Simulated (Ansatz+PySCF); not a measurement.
The numbers below are computed, except where a source is named.
## Several solutions for singlet BeH2

```xyz
3

Be    0.0000    0.0000    0.0000
H     0.0000    0.6747    1.4552
H     0.0000   -0.6747    1.4552
```

Basis set: cc-pVDZ (spherical functions). Charge 0, multiplicity 1.

UHF was run from several starts with Ansatz (development build ahead of 0.2.0) and PySCF 2.14.0.

```tsv
run	program	start	converged	energy (hartree)	<S²>
A	Ansatz	atomic start, no search	yes	-15.51899	0.00
B	Ansatz	stability test followed	yes	-15.63404	1.01
C	PySCF	guess 1e, instabilities followed	yes	-15.63404	1.01
D	PySCF	program defaults	yes	-15.51899	0.00
E	PySCF	guess huckel, instabilities followed	yes	-15.63404	1.01
F	Ansatz	search for the lowest state	yes	-15.63404	1.01
G	PySCF	guess atom, instabilities followed	yes	-15.63404	1.01
H	PySCF	guess minao, instabilities followed	yes	-15.63404	1.01
```

Task: Which runs reached the lowest solution of this kind, and what is wrong with the others?

Result: B, C, E, F, G, H reached the lowest solution found. Converged but too high: A by 3.13 eV, D by 3.13 eV. Convergence only shows a stationary point, and even a stable one can lie too high; stability tests and further starts are what find lower ones. Caution: another spin multiplicity may lie lower. Caution: the unrestricted determinant is a mixture of spin states.
